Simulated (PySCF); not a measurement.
## Cl (chlorine, neutral) across methods

[Ne] 3s1 3p6, 2S determinant (an excited configuration). Calculation: PySCF 2.14, in aug-cc-pCVTZ-DK (8s7p5d3f, 75 functions); scalar relativity by spin-free X2C-1e.

```tsv
method	E (hartree)	mean ε 3s α (eV)	mean ε 3p α (eV)	mean ε 3p β (eV)	Σ⟨r²⟩ (bohr²)	⟨S²⟩
r2SCAN	-461.0685	-23.146	-10.182	-8.806	28.28	0.758
UHF	-460.32236	-32.723	-15.678	-11.808	28.96	0.780
PBE0	-460.9476	-24.808	-11.310	-9.728	28.32	0.756
wB97M-V	-461.0610	-27.212	-13.488	-12.133	28.53	0.753
B3LYP	-461.1280	-24.226	-10.971	-9.541	28.47	0.755
PBE	-460.9453	-21.948	-9.629	-8.635	28.37	0.753
PW91	-461.1230	-21.979	-9.667	-8.681	28.34	0.753
LDA	-459.6291	-21.902	-9.697	-8.774	28.44	0.753
BLYP	-461.1423	-21.790	-9.475	-8.499	28.55	0.753
```
